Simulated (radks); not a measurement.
Q: All-electron atom: Te in [Kr] 4d8.5 5s2 5p5.5 (fractional occupations, a model configuration). Method: Dirac Kohn-Sham, PBE, spin-unpolarised, spherical densities, point nucleus; open shells are shared between the two j in proportion to 2j + 1; computed with a radial shooting solver on a logarithmic mesh with Libxc functionals.

Spin-orbit splittings of the eigenvalues, e(l+1/2) - e(l-1/2), with zeta = 2 splitting/(2l+1) and mean radii in bohr:

| shell | occ. | splitting (eV) | zeta (eV) | <r> j=l-1/2 | <r> j=l+1/2 |
|---|---|---|---|---|---|
| 2p | 6 | 274.5 | 183.0 | 0.1008 | 0.1064 |
| 3p | 6 | 51.19 | 34.13 | 0.3121 | 0.3235 |
| 3d | 10 | 10.71 | 4.284 | 0.2945 | 0.2981 |
| 4p | 6 | ? | ? | 0.7931 | 0.8204 |
| 4d | 8.5 | 1.565 | 0.6261 | 0.9350 | 0.9458 |
| 5p | 5.5 | 1.004 | 0.6690 | 2.373 | 2.488 |

Estimate the 4p splitting.

A: 9.959 eV (zeta = 6.640 eV).
